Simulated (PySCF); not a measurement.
Geometries of 6 isomers of C7H7NO, from PBE0-D3(BJ)/def2-SVP geometry optimisation, gas phase in PySCF 2.14.0. One conformer each, no zero-point energy, no frequencies.

**Question.** Which isomer lies lowest at this level?
A.
```xyz
16
angstrom
C     -1.523    1.413   -0.110
C     -0.282    0.577    0.002
C      0.982    1.164   -0.085
C      2.123    0.373    0.020
N      2.097   -0.946    0.203
C      0.903   -1.515    0.287
C     -0.311   -0.818    0.195
C     -1.570   -1.589    0.307
O     -1.619   -2.783    0.472
H     -1.265    2.471   -0.256
H     -2.144    1.341    0.797
H     -2.149    1.099   -0.959
H      1.078    2.243   -0.235
H      3.115    0.836   -0.048
H      0.864   -2.599    0.438
H     -2.512   -0.993    0.228
```
B.
```xyz
16
angstrom
C     -2.597   -0.041    0.612
C     -1.489   -0.675   -0.188
O     -1.694   -1.627   -0.907
C     -0.111   -0.101   -0.077
C      0.921   -0.686   -0.819
C      2.201   -0.160   -0.721
C      2.402    0.938    0.119
N      1.434    1.507    0.831
C      0.211    0.996    0.732
H     -2.374   -0.079    1.690
H     -3.531   -0.581    0.413
H     -2.719    1.019    0.342
H      0.683   -1.543   -1.453
H      3.035   -0.586   -1.283
H      3.401    1.378    0.219
H     -0.562    1.490    1.332
```
C.
```xyz
16
angstrom
C     -2.557    0.875    0.333
C     -1.750   -0.333   -0.043
O     -2.248   -1.408   -0.293
C     -0.254   -0.164   -0.102
C      0.538   -1.258   -0.462
C      1.916   -1.085   -0.514
C      2.444    0.167   -0.203
C      1.564    1.194    0.146
N      0.246    1.036    0.196
H     -3.622    0.617    0.326
H     -2.252    1.238    1.326
H     -2.350    1.702   -0.363
H      0.050   -2.207   -0.690
H      2.573   -1.913   -0.792
H      3.520    0.351   -0.229
H      1.949    2.189    0.396
```
D.
```xyz
16
angstrom
C      3.061   -0.142   -0.353
N      2.206    0.792   -0.324
C      0.840    0.509   -0.213
C      0.221   -0.602   -0.810
C     -1.143   -0.818   -0.671
C     -1.924    0.068    0.079
O     -3.243   -0.192    0.191
C     -1.320    1.187    0.664
C      0.041    1.411    0.501
H      4.123    0.110   -0.479
H      2.808   -1.215   -0.244
H      0.814   -1.288   -1.419
H     -1.631   -1.670   -1.148
H     -3.660    0.501    0.713
H     -1.926    1.893    1.240
H      0.518    2.290    0.938
```
E.
```xyz
16
angstrom
N      2.820   -0.316   -0.034
C      1.465   -0.145   -0.055
C      0.609   -1.200   -0.430
C     -0.765   -1.024   -0.412
C     -1.334    0.195   -0.025
C     -2.790    0.376   -0.010
O     -3.362    1.393    0.308
C     -0.482    1.246    0.349
C      0.889    1.084    0.337
H      3.414    0.497    0.036
H      3.219   -1.115   -0.504
H      1.038   -2.159   -0.733
H     -1.419   -1.851   -0.707
H     -3.368   -0.531   -0.328
H     -0.936    2.194    0.649
H      1.543    1.909    0.632
```
F.
```xyz
16
angstrom
C     -2.398    0.623   -0.568
C     -1.582   -0.501    0.014
O     -2.093   -1.531    0.389
C     -0.094   -0.318    0.125
C      0.667   -1.364    0.654
C      2.045   -1.202    0.761
N      2.685   -0.095    0.386
C      1.961    0.900   -0.116
C      0.575    0.843   -0.270
H     -3.453    0.327   -0.580
H     -2.068    0.855   -1.592
H     -2.280    1.541    0.029
H      0.164   -2.281    0.969
H      2.664   -2.007    1.172
H      2.509    1.800   -0.418
H      0.042    1.698   -0.690
```

**Answer.** E. That is 4-aminobenzaldehyde (`Nc1ccc(C=O)cc1`), 3.7 kcal/mol below the next.

```csv
SMILES,atoms numbered as above,E (Eh),relative (kcal/mol),relative (kJ/mol),dipole (D)
Nc1ccc(C=O)cc1,[NH2:1][c:2]1[cH:3][cH:4][c:5]([CH:6]=[O:7])[cH:8][cH:9]1,-400.20071,0.0,0.0,5.78
CC(=O)c1ccccn1,[CH3:1][C:2](=[O:3])[c:4]1[cH:5][cH:6][cH:7][cH:8][n:9]1,-400.19482,3.7,15.5,3.01
CC(=O)c1cccnc1,[CH3:1][C:2](=[O:3])[c:4]1[cH:5][cH:6][cH:7][n:8][cH:9]1,-400.19093,6.1,25.7,0.79
CC(=O)c1ccncc1,[CH3:1][C:2](=[O:3])[c:4]1[cH:5][cH:6][n:7][cH:8][cH:9]1,-400.18919,7.2,30.3,2.40
Cc1ccncc1C=O,[CH3:1][c:2]1[cH:3][cH:4][n:5][cH:6][c:7]1[CH:8]=[O:9],-400.18362,10.7,44.9,4.37
C=Nc1ccc(O)cc1,[CH2:1]=[N:2][c:3]1[cH:4][cH:5][c:6]([OH:7])[cH:8][cH:9]1,-400.16713,21.1,88.2,1.14
```

As drawn, the lowest has a C=O bond and an N–H bond, which the highest lacks; the highest has a C=N bond and an O–H bond, which the lowest lacks.
